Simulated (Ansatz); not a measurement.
## How methods differ on GeH2Cl (SMILES [Cl][GeH2])

GeH2Cl: 4 atoms, total charge 0, spin state doublet. SMILES: `[Cl][GeH2]`. The shape was relaxed beforehand at B3LYP/def2-SVP.

Quantity: the adiabatic electron affinity (to the singlet anion, shapes relaxed at B3LYP/def2-SVP, no zero-point term), in eV. The values are calculated.

The electron affinity is E(neutral) − E(anion): positive where the electron is bound.

```
                level                    kind  program  value (eV)  less CCSD(T)/def2-TZVPP  CPU time (all runs)
       UHF/def2-TZVPP            Hartree–Fock   Ansatz        1.09                    -0.89                8.2 s
    USVWN5/def2-TZVPP                     LDA   Ansatz        2.17                    +0.19                3.8 s
     UBLYP/def2-TZVPP                     GGA   Ansatz        2.06                    +0.08                5.5 s
      UPBE/def2-TZVPP                     GGA   Ansatz        2.05                    +0.07                5.8 s
  U-r2SCAN/def2-TZVPP                meta-GGA   Ansatz        2.01                    +0.03                 13 s
    UB3LYP/def2-TZVPP           global hybrid   Ansatz        2.19                    +0.21                 11 s
UCAM-B3LYP/def2-TZVPP  range-separated hybrid   Ansatz        2.13                    +0.15                 13 s
   UB2PLYP/def2-TZVPP           double hybrid   Ansatz        2.03                    +0.05                 18 s
   RPA@PBE/def2-TZVPP                     RPA   Ansatz        2.24                    +0.26                 15 s
  UCCSD(T)/def2-TZVPP   coupled cluster or CI   Ansatz        1.98                     0.00                 44 s
```

UCCSD(T)/def2-TZVPP is the highest level here, not the true value. All-electron rows without a relativistic Hamiltonian named are non-relativistic. The values span 1.09 to 2.24 eV. In the correlated wave-function rows the outer d shell of Ge is correlated, in sets not made for it. CPU times are rough (shared hosts, several kinds of processor): they show what a rung costs within a factor of a few.
